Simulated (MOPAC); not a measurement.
MOPAC input (AM1):

```
AM1 PRECISE GNORM=0.05 LET XYZ UHF MS=0.5 GEO-OK AUX(PRECISION=9) THREADS=1
ClPb

Pb   -0.00000000 1   -0.00000000 1   -0.42772181 1
Cl    0.00000000 1    0.00000000 1    2.06312872 1
```

Q: What heat of formation does the run end on?

A: 5.04 kcal/mol.
